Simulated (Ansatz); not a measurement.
`[CH3][Hf]([Cl])([Cl])[Cl]` + `CCNC` → `CC[N](C)[Hf]([Cl])([Cl])[Cl]` + CH₄ at 298.15 K and 1 bar (ligand exchange at the Hf–C bond).

Isolated molecules relaxed with PBE0-D4/def2-TZVP in Ansatz; ΔE leaves out vibrations. CCSD(T)/CBS adds triple-zeta CCSD(T) − MP2 to the extrapolated MP2 energy (def2 sets, frozen cores). This one scheme is used for every species. Elements past krypton have def2 core potentials. For Hf outer-core shells are correlated without core-valence functions, which leaves a few kJ/mol of doubt a bond. Each species was taken in one conformer, which may not be the lowest.

| species | CCSD(T)/CBS energy (Eh) | H − E (kJ/mol) | S (J/(mol·K)) |
| --- | --- | --- | --- |
| `[CH3][Hf]([Cl])([Cl])[Cl]` | -1467.33267 | 124.7 | 400.1 |
| `CCNC` | -174.26710 | 335.0 | 303.0 |
| `CC[N](C)[Hf]([Cl])([Cl])[Cl]` | -1601.18678 | 334.1 | 497.4 |
| CH₄ | -40.46206 | 127.4 | 186.2 |

H − E and S are ideal-gas, rigid-rotor, harmonic terms from PBE0-D4/def2-TZVP, for one conformer and one mirror image of each species. 1 Eh = 2625.50 kJ/mol, R = 8.31446 J/(mol·K).

Task: By hand: ΔE, ΔH, ΔS and ΔG.

Result: ΔE = (-1601.18678) + (-40.46206) − (-1467.33267) − (-174.26710) = -0.04907 Eh = -128.8 kJ/mol. Δ(H − E) = 334.1 + 127.4 − 124.7 − 335.0 = 1.8, so ΔH = -127.0 kJ/mol. ΔS = 497.4 + 186.2 − 400.1 − 303.0 = -19.5 J/(mol·K). ΔG = -127.0 − 298.15 × (-19.5)/1000 = -121.2 kJ/mol.

Task: By hand: the equilibrium constant, and the temperature at which ΔG would vanish if ΔH and ΔS stayed fixed.

Result: log₁₀ K = −ΔG/(RT ln 10) = 21.2. ΔG = 0 at ΔH/ΔS = 6513 K, far beyond where these terms or the molecules hold.

ΔH outweighs TΔS. A doubt of 5 kJ/mol in ΔE shifts log₁₀ K by 0.9 here. Other conformers and mirror images would add mixing entropy, several J/(mol·K) or more a flexible species. Modes under 60 cm⁻¹, often nearly free rotors, make the harmonic entropy too high. These are equilibria of isolated gas molecules and say nothing of rates. Largest T1 diagnostic: 0.013 (customary marks: 0.02 for closed shells, 0.045 for open ones).
